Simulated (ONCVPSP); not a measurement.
Pseudopotentials across the periodic table

Generated with ld1.x 7.5 (TM, RRKJ, ultrasoft, PAW), atompaw 4.2 or ONCVPSP 4.0.1. The cutoff is in Ry: for ld1.x and atompaw files where the sum of valence levels is converged to 10 mRy in a Bessel basis, for ONCV files where the hardest occupied wave has 1 mHa per electron of residual kinetic energy. The error is the largest all-electron minus pseudo excitation energy over each file’s own four to seven test configurations (ionisations up to +4, promotions, holes and added fractions of an electron), all of which were solved. The labels leave out finer settings (local radius, basis sizes, second energies), which also bear on the numbers. Spin-polarised tests are not counted. The rows are a selection from randomly drawn settings: files with unsolved tests, undetermined cutoffs or missed reference levels are left out.

A true bound ghost makes a file unfit for plane-wave use even where its test errors are small: the radial tests pick states by their node count and pass the ghost by.

| element | potential | cutoff (Ry) | largest error (meV) | bound ghosts |
| --- | --- | --- | --- | --- |
| Cu | ONCV, PBE, scalar-relativistic, rc 1.70/1.20/0.90 (spd), local smoothed, core correction yes, reference 3p6 3d9 4s2, qcut 3.7/14/17.1, projectors 1/3/2 | 229 | -110 | s |
| Sn | ONCV, PBEsol, scalar-relativistic, rc 1.75/2.60/1.10 (spd), local smoothed, core correction yes, reference 4d10 5s2 5p2, qcut 3.1/3.3/7.6, projectors 3/1/2 | 236 | -44 | s, p, d |
| I | ONCV, PBE, scalar-relativistic, rc 1.25/1.15/1.00 (spd), local smoothed, core correction yes, reference 4s2 4p6 4d10 5s2 5p5, qcut 9.8/11.9/8.2, projectors 2/2/3 | 546 | -129 | none |
| Ce | ONCV, LDA (Perdew-Wang 92), scalar-relativistic, rc 2.45/2.90/2.35/1.25 (spdf), local f, core correction yes, reference 4f1 5s2 5p6 5d1 6s1 6p1, qcut 6/4/4.4/11.5, projectors 2/2/1/0 | 129 | -5.0 | s, p, d |
| Sm | ONCV, PBE, non-relativistic, rc 2.80/3.25/2.15 (spd), local smoothed, core correction yes, reference 5s2 5p6 5d1 6s1.75 6p0.25, qcut 3.3/4.8/4, projectors 2/3/2 | 15 | -7.3 | none |
| Bi | ONCV, PBE, scalar-relativistic, rc 1.55/1.35/1.10 (spd), local smoothed, core correction no, reference 5s2 5p6 5d10 6s2 6p3, qcut 6.5/9.9/9.5, projectors 2/2/2 | 73 | -876 | none |

Question: Fill in the row for Hf: ONCV, LDA (Perdew-Zunger), scalar-relativistic, rc 2.15/1.60/2.15 (spd), local smoothed, core correction no, reference 5s2 5p6 5d2.5 6s1.5, qcut 5.4/9.3/5, projectors 3/2/2.

Answer: cutoff 54 Ry, largest error +1.3 meV, bound ghosts: none.

Question: Fill in the row for Sb: ONCV, LDA (Perdew-Wang 92), scalar-relativistic, rc 1.20/1.25/1.15 (spd), local smoothed, core correction yes, reference 4s2 4p6 4d10 5s2 5p3, qcut 9.1/13.7/10.7, projectors 2/2/2.

Answer: cutoff 99 Ry, largest error -85 meV, bound ghosts: none.

Question: Fill in the row for Sb: ONCV, PBEsol, scalar-relativistic, rc 2.05/2.25/1.00/2.25 (spdf), local smoothed, core correction no, reference 4d10 5s2 5p3, qcut 3.5/3.2/11.1/5, projectors 2/3/2/2.

Answer: cutoff 98 Ry, largest error -209 meV, bound ghosts: s, p.
